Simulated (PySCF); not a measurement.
CH9NOSi2, SMILES CO[SiH2]N[SiH3].

Coordinates come from a PBE-D3(BJ)/def2-SVP optimisation. Other conformers were not sampled.

Method: PBE-D3(BJ)/def2-SVP (PySCF).

Frequencies are harmonic and unscaled.

```json
[
 {"mode": "1", "ν (cm⁻¹)": "18", "IR (km/mol)": "0.7", "moving atoms (share of kinetic energy)": "Si 32 %, H 31 %, C 24 %, N 8 %"},
 {"mode": "2", "ν (cm⁻¹)": "72", "IR (km/mol)": "3.4", "moving atoms (share of kinetic energy)": "H 40 %, O 33 %, C 11 %, Si 11 %"},
 {"mode": "3", "ν (cm⁻¹)": "86", "IR (km/mol)": "1.0", "moving atoms (share of kinetic energy)": "H 81 %, O 15 %"},
 {"mode": "4", "ν (cm⁻¹)": "112", "IR (km/mol)": "0.6", "moving atoms (share of kinetic energy)": "H 85 %"},
 {"mode": "5", "ν (cm⁻¹)": "166", "IR (km/mol)": "5.3", "moving atoms (share of kinetic energy)": "H 29 %, O 20 %, C 19 %, N 17 %, Si 15 %"},
 {"mode": "6", "ν (cm⁻¹)": "188", "IR (km/mol)": "0.3", "moving atoms (share of kinetic energy)": "Si 39 %, H 34 %, N 19 %"},
 {"mode": "7", "ν (cm⁻¹)": "311", "IR (km/mol)": "3.7", "moving atoms (share of kinetic energy)": "N 27 %, H 22 %, O 19 %, Si 16 %, C 15 %"},
 {"mode": "8", "ν (cm⁻¹)": "384", "IR (km/mol)": "64.0", "moving atoms (share of kinetic energy)": "H 79 %, N 17 %"},
 {"mode": "9", "ν (cm⁻¹)": "579", "IR (km/mol)": "15.3", "moving atoms (share of kinetic energy)": "H 57 %, Si 35 %"},
 {"mode": "10", "ν (cm⁻¹)": "600", "IR (km/mol)": "1.8", "moving atoms (share of kinetic energy)": "H 64 %, Si 27 %"},
 {"mode": "11", "ν (cm⁻¹)": "687", "IR (km/mol)": "60.9", "moving atoms (share of kinetic energy)": "H 82 %, N 9 %, Si 9 %"},
 {"mode": "12", "ν (cm⁻¹)": "735", "IR (km/mol)": "53.1", "moving atoms (share of kinetic energy)": "H 85 %"},
 {"mode": "13", "ν (cm⁻¹)": "740", "IR (km/mol)": "47.1", "moving atoms (share of kinetic energy)": "O 39 %, Si 29 %, H 18 %, C 13 %"},
 {"mode": "14", "ν (cm⁻¹)": "800", "IR (km/mol)": "52.9", "moving atoms (share of kinetic energy)": "H 55 %, N 32 %, Si 12 %"},
 {"mode": "15", "ν (cm⁻¹)": "882", "IR (km/mol)": "457.0", "moving atoms (share of kinetic energy)": "H 85 %, Si 13 %"},
 {"mode": "16", "ν (cm⁻¹)": "892", "IR (km/mol)": "37.1", "moving atoms (share of kinetic energy)": "H 94 %"},
 {"mode": "17", "ν (cm⁻¹)": "918", "IR (km/mol)": "152.8", "moving atoms (share of kinetic energy)": "H 67 %, N 19 %, Si 13 %"},
 {"mode": "18", "ν (cm⁻¹)": "926", "IR (km/mol)": "167.6", "moving atoms (share of kinetic energy)": "H 91 %, Si 9 %"},
 {"mode": "19", "ν (cm⁻¹)": "930", "IR (km/mol)": "160.4", "moving atoms (share of kinetic energy)": "H 70 %, N 18 %, Si 11 %"},
 {"mode": "20", "ν (cm⁻¹)": "972", "IR (km/mol)": "38.7", "moving atoms (share of kinetic energy)": "H 81 %, Si 10 %, N 9 %"},
 {"mode": "21", "ν (cm⁻¹)": "1113", "IR (km/mol)": "184.0", "moving atoms (share of kinetic energy)": "O 38 %, C 34 %, H 27 %"},
 {"mode": "22", "ν (cm⁻¹)": "1136", "IR (km/mol)": "2.1", "moving atoms (share of kinetic energy)": "H 76 %, C 19 %"},
 {"mode": "23", "ν (cm⁻¹)": "1159", "IR (km/mol)": "179.1", "moving atoms (share of kinetic energy)": "H 65 %, N 31 %"},
 {"mode": "24", "ν (cm⁻¹)": "1173", "IR (km/mol)": "77.7", "moving atoms (share of kinetic energy)": "H 51 %, O 24 %, C 24 %"},
 {"mode": "25", "ν (cm⁻¹)": "1422", "IR (km/mol)": "3.0", "moving atoms (share of kinetic energy)": "H 96 %"},
 {"mode": "26", "ν (cm⁻¹)": "1424", "IR (km/mol)": "4.5", "moving atoms (share of kinetic energy)": "H 97 %"},
 {"mode": "27", "ν (cm⁻¹)": "1426", "IR (km/mol)": "11.4", "moving atoms (share of kinetic energy)": "H 88 %, C 10 %"},
 {"mode": "28", "ν (cm⁻¹)": "2143", "IR (km/mol)": "176.6", "moving atoms (share of kinetic energy)": "H 96 %"},
 {"mode": "29", "ν (cm⁻¹)": "2146", "IR (km/mol)": "129.5", "moving atoms (share of kinetic energy)": "H 97 %"},
 {"mode": "30", "ν (cm⁻¹)": "2154", "IR (km/mol)": "102.1", "moving atoms (share of kinetic energy)": "H 97 %"},
 {"mode": "31", "ν (cm⁻¹)": "2158", "IR (km/mol)": "86.4", "moving atoms (share of kinetic energy)": "H 97 %"},
 {"mode": "32", "ν (cm⁻¹)": "2185", "IR (km/mol)": "102.8", "moving atoms (share of kinetic energy)": "H 96 %"},
 {"mode": "33", "ν (cm⁻¹)": "2906", "IR (km/mol)": "85.7", "moving atoms (share of kinetic energy)": "H 97 %"},
 {"mode": "34", "ν (cm⁻¹)": "2970", "IR (km/mol)": "46.3", "moving atoms (share of kinetic energy)": "H 90 %, C 10 %"},
 {"mode": "35", "ν (cm⁻¹)": "3034", "IR (km/mol)": "29.4", "moving atoms (share of kinetic energy)": "H 91 %, C 9 %"},
 {"mode": "36", "ν (cm⁻¹)": "3504", "IR (km/mol)": "36.2", "moving atoms (share of kinetic energy)": "H 93 %"}
]
```
